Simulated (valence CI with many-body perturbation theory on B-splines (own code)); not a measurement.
# La¹⁶⁺: fill in the table

Computed by configuration interaction combined with many-body perturbation theory (CI+MBPT): five valence electrons over a frozen Dirac-Fock core [Kr], radial functions for each j: 7 s, 7 p, 8 d, 6 f, 4 g, 1 h, with the one-electron correlation potential Σ1, the two-electron term Σ2, the three-electron term Σ3, Breit, model QED; selected CI, second order for the rest, scaled by the run's own slope (own B-spline code, finite nucleus).

No measured levels were compared; by estimate terms of the open shell hold to 2 to 4 % of their energy, and close levels can change places. Among the levels kept, up to 460 cm⁻¹ of a level comes from second order outside the variational space, and about a tenth of that is noise between levels of different J, which matters for small intervals. The list stops below the first excitations out of the core.

```csv
Level,E (cm⁻¹)
(4d3/2^3 4d5/2^2) J=5/2 [a],0.0
(4d3/2^4 4d5/2) J=5/2,34946
(4d3/2^3 4d5/2^2) J=7/2 [a],48335
(4d3/2^3 4d5/2^2) J=3/2,50613
(4d3/2^3 4d5/2^2) J=11/2,51135
(4d3/2^3 4d5/2^2) J=5/2 [b],53373
(4d3/2^3 4d5/2^2) J=9/2,54079
(4d3/2^3 4d5/2^2) J=1/2,58928
(4d3/2^2 4d5/2^3) J=7/2 [a],?
(4d3/2^3 4d5/2^2) J=5/2 [c],70563
(4d3/2^2 4d5/2^3) J=11/2,?
(4d3/2^2 4d5/2^3) J=1/2 [a],?
(4d3/2^3 4d5/2^2) J=7/2 [b],77997
(4d3/2^2 4d5/2^3) J=3/2 [a],80178
(4d3/2^2 4d5/2^3) J=9/2 [a],82502
(4d3/2^2 4d5/2^3) J=13/2,84064
(4d3/2^2 4d5/2^3) J=3/2 [b],?
(4d3/2^2 4d5/2^3) J=5/2 [a],?
(4d3/2^2 4d5/2^3) J=9/2 [b],98777
(4d3/2^2 4d5/2^3) J=5/2 [b],?
```

Levels are named by their leading jj configuration (3d3/2^4 stands for four electrons in 3d with j = 3/2), which in mixed levels can hold well under half, so a name can repeat and another be missing. Letters in brackets count levels of one name in rising energy.

Problem. The levels stand in rising order. What does the calculation give for the missing energies?

Solution. (4d3/2^2 4d5/2^3) J=7/2 [a] 66289; (4d3/2^2 4d5/2^3) J=11/2 76124; (4d3/2^2 4d5/2^3) J=1/2 [a] 77573; (4d3/2^2 4d5/2^3) J=3/2 [b] 84269; (4d3/2^2 4d5/2^3) J=5/2 [a] 88504; (4d3/2^2 4d5/2^3) J=5/2 [b] 100150.
